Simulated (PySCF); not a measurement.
Vertical excitations of a molecule C3H9In from TDDFT-PBE0/def2-SVPD in PySCF, as energy in eV (oscillator strength): 4.75 (0.000), 4.75 (0.000), 5.84 (0.133), 5.85 (0.140), 7.16 (0.001), 7.17 (0.022), 7.18 (0.024), 7.19 (0.023), 7.65 (0.120), 7.66 (0.143). Lowest triplet (TDA): 4.49 eV. Geometry: B3LYP-D3(BJ)/def2-SVP. The def2 effective core potentials stand for the cores of In; spin–orbit coupling is left out. One conformer was computed; it need not be the lowest.

Task: Pick the molecule that these values belong to.
A. C[CH](C)[InH2]
B. CC[CH2][InH2]
C. C[CH2][InH][CH3]
D. [CH3][In]([CH3])[CH3]

Result: D, [CH3][In]([CH3])[CH3]
